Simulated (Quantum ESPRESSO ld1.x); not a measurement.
Problem. Species: Pd31+. Configuration: [Ne] 3s2 3p3. All-electron calculation, scalar-relativistic Kohn-Sham, LDA (Slater exchange, VWN5 correlation), spin-polarised, spherical densities, point nucleus; open shells are filled with parallel spins first. Program: ld1.x of Quantum ESPRESSO 7.5. Some entries of the table are withheld. Estimate them.

orbital,occ.,eigenvalue (eV),<r^2> (bohr^2),<r> (bohr)
1s up,1,-25788.8,0.001373,0.03188
1s down,1,-25782.5,0.001373,0.03188
2s up,1,-5115.01,0.02199,0.1368
2s down,1,-5109.26,0.02195,0.1367
2p up,3,-4768.00,0.01721,0.1189
2p down,3,-4761.11,0.01718,0.1189
3s up,1,-1950.27,0.1286,0.3363
3s down,1,-1931.89,0.1291,0.3370
3p up,3,-1839.93,0.1226,0.3262
3p down,0,-1821.39,0.1232,0.3269
3d up,0,-1697.66,(1),0.2895
3d down,0,-1681.25,(2),0.2893
4s up,0,(3),(4),0.6339
4s down,0,(5),(6),0.6371

Solution. 
(1) 3d up <r^2> (bohr^2): 0.09672
(2) 3d down <r^2> (bohr^2): 0.09668
(3) 4s up eigenvalue (eV): -1008.78
(4) 4s up <r^2> (bohr^2): 0.4519
(5) 4s down eigenvalue (eV): -1002.30
(6) 4s down <r^2> (bohr^2): 0.4564
